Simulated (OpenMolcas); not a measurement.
Cu5+.

```
Program             : OpenMolcas 26.06
Basis               : ANO-RCC-VQZP [7s6p4d3f2g1h]
Scalar Hamiltonian  : DKH2, point nucleus
Active space        : 12 electrons in 8 orbitals (RAS1 3p, at most 2 holes; RAS2 3d)
State averaging     : 2S+1 = 5 even, 5 roots; 2S+1 = 3 even, 45 roots; 2S+1 = 1 even, 44 roots
Spin-orbit coupling : state interaction with AMFI integrals over the reference wave functions, term energies averaged over their components
```

Two sets of levels on these reference wave functions, in cm-1 above 3d6 5D4: one from RASSCF and one from MS-RASPT2, IPEA 0.25 Eh, imaginary shift 0.1 Eh (closed shells correlated: 3s).

| Level | Set 1 | Set 2 |
| --- | --- | --- |
| 3d6 5D4 | 0.0 | 0.0 |
| 3d6 5D3 | 1131 | 1135 |
| 3d6 5D2 | 1890 | 1893 |
| 3d6 5D1 | 2370 | 2380 |
| 3d6 5D0 | 2610 | 2610 |
| 3d6 3P2(1) | 31350 | 29770 |
| 3d6 3P1(1) | 34690 | 33080 |
| 3d6 3H6 | 35020 | 30470 |
| 3d6 3H5 | 35490 | 30970 |
| 3d6 3P0(1) | 35840 | 34290 |
| 3d6 3F3(1) | 36320 | 33580 |
| 3d6 3F2(1) | 36770 | 34030 |
| 3d6 3G5 | 41840 | 37650 |
| 3d6 3G4 | 42810 | 38690 |
| 3d6 3G3 | 43180 | 39060 |
| 3d6 1G4(1) | 50580 | 48190 |

Which set is which?

Set 2 is MS-RASPT2. Its levels of the other terms of 3d6 lie at 0.87 to 0.96 of the other set's values, as expected, since terms of lower spin or lower L gain more correlation energy than the Hund ground term. Against 15 measured levels (Sugar and Musgrove, J. Phys. Chem. Ref. Data 19, 527 (1990)) the mean absolute deviation is 240 cm-1 with it and 2500 cm-1 without; single levels miss by up to 580 cm-1 with it.

CASPT2 breaks the degeneracy within a term, and the mean is taken; among the terms shown or strongly mixed into the levels shown the widest spread is 370 cm-1 (3d6 3H, MS-RASPT2). Active for correlation alone: 3p; no level in the range computed is led by a configuration that opens it, so any true level of that kind is missing. Without dynamic correlation excited terms often stand tens of per cent too high (terms of higher spin than the ground term too low), and those without a measured partner can miss by more than the paired ones (holds for RASSCF). The CASPT2 spread within a term exceeds the gap to the next term for 3d6 3H and 3d6 3P(1), so the order of their levels is uncertain (holds for MS-RASPT2). Measured partners are found by configuration, term and J. A level has none where our copy of the source lacks it or the pairing is in doubt (some pairs that miss far off the trend of their configuration count as doubtful), and it then counts in no deviation. Levels of configurations outside the active space are missing. The table leaves out levels that lie high or whose names do not pair safely across all columns.

A number in round brackets counts repeated terms of one configuration in the order of the reference energies.
